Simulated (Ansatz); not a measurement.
Consider the ligand exchange at a Ge–S bond: `[SH][GeH]([Cl])[Cl]` + HCl → `[Cl][GeH]([Cl])[Cl]` + H₂S.

Gas-phase electronic energies from Ansatz, PBE0-D4/def2-TZVP geometries. CBS: MP2 limit from def2 TZ/QZ plus the TZ coupled-cluster correction, frozen cores. This one scheme is used for every species. DFT in def2-TZVPP. B3LYP here is the variant with VWN-RPA as its local correlation; programs differ in this. For Ge outer-core shells are correlated without core-valence functions, which leaves a few kJ/mol of doubt a bond. Scalar relativity is left out up to krypton. One conformer a species, not always the lowest.

| level | ΔE (kJ/mol) |
| --- | --- |
| LDA (SPW92) | -18.3 |
| r2SCAN-D4 | -22.7 |
| B3LYP-D4 | -22.7 |
| ωB97M-V | -24.2 |
| B3LYP | -25.4 |
| MP2/def2-SVP | -26.3 |
| CCSD/def2-SVP | -28.1 |
| CCSD(T)/def2-TZVPP | -21.7 |

What does CCSD(T)/CBS give? (Best estimate.)

Computed: -20.6 kJ/mol. The listed levels differ from it by 2.3, -2.1, -2.1, -3.6, -4.8, -5.7, -7.5, -1.1 kJ/mol.

Largest T1 diagnostic among the species: 0.010.

At CCSD(T), def2-SVP lies −6.5 kJ/mol from the extrapolated value and def2-TZVPP −1.1 kJ/mol. From BLYP to BHLYP (50 % exact exchange), in def2-TZVPP and without D4, ΔE moves by −3.0 kJ/mol.
